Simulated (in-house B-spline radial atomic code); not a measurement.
## Co III (Co2+): [Ar] 3d7

Level of theory: non-relativistic PBE0, spin-polarised, spherical fractional occupations, exact exchange averaged over the configuration, point nucleus; calculated with a B-spline radial code for spherical atoms.

Screening seen three ways: the hydrogenic charge with the same mean radius, Z_r = [3n² - l(l+1)]/(2<r>), the one with the same energy, Z_e = n√(-2ε), and Slater's rules. Values are occupation-weighted means over spin.

```csv
shell,electrons,ε (eV),<r> (bohr),Z_r,Z_e,Slater
1s,2,-7581.4,0.0569,26.36,23.61,26.70
2s,2,-917.99,0.2583,23.23,16.43,22.85
2p,6,-798.47,0.2261,22.12,15.32,22.85
3s,2,-124.6,0.7838,17.22,9.08,15.75
3p,6,-88.244,0.8213,15.22,7.64,15.75
3d,7,-30.193,1.006,10.44,4.47,6.90
```

The least bound orbital is 3d down at -27.81 eV, and it is also the most diffuse (<r> = 1.033 bohr).
